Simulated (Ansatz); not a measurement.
Mulliken charges of `[F][Al]1[O]C[SiH2]1` from PBE/def2-TZVPP in Ansatz (PBE0-D4/def2-TZVP geometry).

```json
{"atom": "F1", "x (Å)": "-1.868", "y (Å)": "-2.354", "z (Å)": "1.361", "charge (e)": "-0.288"}
{"atom": "Al2", "x (Å)": "-0.936", "y (Å)": "-1.184", "z (Å)": "0.684", "charge (e)": "0.529"}
{"atom": "O3", "x (Å)": "-1.221", "y (Å)": "0.508", "z (Å)": "0.749", "charge (e)": "-0.314"}
{"atom": "C4", "x (Å)": "-0.122", "y (Å)": "1.075", "z (Å)": "0.007", "charge (e)": "-0.022"}
{"atom": "Si5", "x (Å)": "0.949", "y (Å)": "-0.427", "z (Å)": "-0.572", "charge (e)": "0.008"}
{"atom": "H6", "x (Å)": "-0.509", "y (Å)": "1.651", "z (Å)": "-0.839", "charge (e)": "0.087"}
{"atom": "H7", "x (Å)": "0.443", "y (Å)": "1.755", "z (Å)": "0.652", "charge (e)": "0.087"}
{"atom": "H8", "x (Å)": "2.326", "y (Å)": "-0.464", "z (Å)": "-0.010", "charge (e)": "-0.043"}
{"atom": "H9", "x (Å)": "1.025", "y (Å)": "-0.606", "z (Å)": "-2.047", "charge (e)": "-0.043"}
```

Problem. By hand: the dipole of these point charges (1 e Å = 4.8032 D).

Solution. Σ q r = (0.287, 0.207, -0.198) e Å, of length 0.405 e Å = 1.95 D.

Problem. How does the dipole of the full density compare? (Best estimate.)

Solution. Computed: (0.330, 0.092, -0.217) e Å, 1.95 D; the point charges give 1.00 times that, at 18° from its direction.

Point charges leave out the atoms' own dipoles, such as those of lone pairs, and Mulliken's split depends on the basis, so the close match here is no proof of good charges.
